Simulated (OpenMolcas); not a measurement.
**P I: CASPT2 settings compared**

```json
{
 "Program": "OpenMolcas",
 "Basis": "ANO-L-VQZP [6s5p3d2f]",
 "Scalar Hamiltonian": "non-relativistic, point nucleus",
 "Active space": "3 electrons in 3 orbitals (3p)",
 "State averaging": "2S+1 = 4 odd, 1 root; 2S+1 = 2 odd, 8 roots kept (CI in the orbitals of an earlier block)",
 "Spin-orbit coupling": "state interaction with AMFI integrals over the reference wave functions, term energies averaged over their components"
}
```

Methods on the same reference wave functions:
A. CASSCF
B. SS-CASPT2, IPEA 0.3 Eh, sigma1 regulariser 0.2 Eh (closed shells correlated: 2s 2p 3s)
C. XMS-CASPT2, IPEA 0.35 Eh, sigma1 regulariser 0.5 Eh (closed shells correlated: 2s 2p 3s)
D. XMS-CASPT2, IPEA 0.15 Eh, no level shift (closed shells correlated: 2s 2p 3s)

Energies in cm-1 above 3s2 3p3 4S* 3/2, the measured ground level; measured values from NIST Handbook of Basic Atomic Spectroscopic Data.

```json
{"Level": "3s2 3p3 4S* 3/2", "A": "0.0", "B": "0.0", "C": "0.0", "D": "0.0", "Measured": "0.0"}
{"Level": "3s2 3p3 2D* 3/2", "A": "15542", "B": "11920", "C": "11860", "D": "12020", "Measured": "11361"}
{"Level": "3s2 3p3 2D* 5/2", "A": "15548", "B": "11930", "C": "11870", "D": "12030", "Measured": "11377"}
{"Level": "3s2 3p3 2P* 1/2", "A": "25912", "B": "20200", "C": "20030", "D": "20080", "Measured": "18723"}
{"Level": "3s2 3p3 2P* 3/2", "A": "25921", "B": "20210", "C": "20040", "D": "20090", "Measured": "18748"}
```

Deviations, from unrounded energies. A percentage is the sum of absolute deviations over the sum of measured energies, with the sign that they share, or ± where signs differ.

| Against measurement | Levels | A | B | C | D |
| --- | --- | --- | --- | --- | --- |
| mean absolute deviation (cm-1) | 4 | 5700 | 1000 | 900 | 1000 |
| other terms of the ground configuration (%) | 4 | +37.7 | +6.7 | +6.0 | +6.7 |

C lies closest to measurement on these levels and A furthest from it. The largest miss of C in the table is 3s2 3p3 2P* 1/2, by +1300 cm-1. The ranking rests on the paired levels alone, and a cruder setting can come out closer through cancelling errors.

Among B to D the level of the table that moves most is 3s2 3p3 2P* 1/2, by 170 cm-1 (lowest in C, highest in B). Moves below CASPT2's spread within the term are not significant.

The mean deviations of B to D differ by less than CASPT2's widest spread within a term (1200 cm-1), so their order carries little weight.

From A to B the spin-free energies of the other terms of 3s2 3p3 shown, above 4S*, scale by factors of 0.77 to 0.78.

The lowest spin-free term lies below A's lowest term by 0.118 hartree in B, 0.116 hartree in C, 0.125 hartree in D.

CASPT2 does not keep the components of a term degenerate, so their means are used; among the terms shown or strongly mixed into the levels shown the widest spread is 1200 cm-1 (3s2 3p3 2D*, C). Terms from blocks run as CI alone lack orbitals of their own. With the s shell closed, the reference lacks s² → p² mixing. Without dynamic correlation excited terms often stand tens of per cent too high (terms of higher spin than the ground term too low), and those without a measured partner can miss by more than the paired ones (holds for A). Computed and measured levels are paired by configuration, term and J; levels that our copy of the source lacks, or whose pairing is in doubt (as where it misses far off the trend of its configuration), stay unpaired and out of the deviations. Levels of configurations outside the active space are missing.

* marks odd parity.
